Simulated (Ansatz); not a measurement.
Energy needed to pull apart SiSbH4F (SMILES F[SiH2][SbH2]), singlet, into free ground-state atoms, from the structure below (displaced at random from a GFN2-xTB minimum); no zero-point or spin–orbit terms; open-shell atoms are treated unrestricted, in their ground-state multiplicity.

```xyz
7
angstrom
F -1.9063 0.8622 -0.3275
Si -0.6816 -0.1702 -0.5224
Sb 1.1805 0.9699 0.7043
H -1.2559 -1.4439 -0.1308
H -0.5428 -0.1095 -2.0343
H 0.8965 0.0234 2.1138
H 2.3019 -0.2582 0.1569
```

Ansatz 0.2.0; basis: def2-TZVPP; cores frozen in the correlated methods. Filled d shells of the heavier atoms are correlated. Core potentials replace the inner electrons of the atoms past krypton. The def2 sets are not built for correlating such inner shells, so the correlated values are less sure here.

```csv
method,atomization energy (kcal/mol)
SPW92,531.6
PBE-D4,?
r2SCAN-D4,464.6
PBE0-D4,457.9
r2SCAN0-D4,456.5
wB97M-V,465.7
HF,328.4
MP2,?
CCSD,447.2
CCSD(T),453.5
```

(1) What does MP2 give? (Judge from chemistry; the value comes from the calculation.)

(2) What does PBE-D4 give? (To be estimated.)

No T1 diagnostic of these runs exceeds 0.014.

Answers

(1) By the calculation: 449.8 kcal/mol, which is about 3.7 kcal/mol less than CCSD(T)/def2-TZVPP.

(2) By the calculation: 465.9 kcal/mol, which is about 12.4 kcal/mol more than CCSD(T)/def2-TZVPP.

In triple zeta the MP2 and coupled-cluster atomization energies are still short of their basis limit by a few kcal/mol a bond, whereas those of the functionals are nearly converged, so these differences are not deviations from converged CCSD(T).

For scale, one of the runs: CCSD(T)/def2-TZVPP forces, 179 basis functions (an equivalent command: `ansatz run in.yaml --threads 4`). Hardware: 4 CPU threads, shared host. Wall time 3.4 min; peak host memory 3.5 GiB.
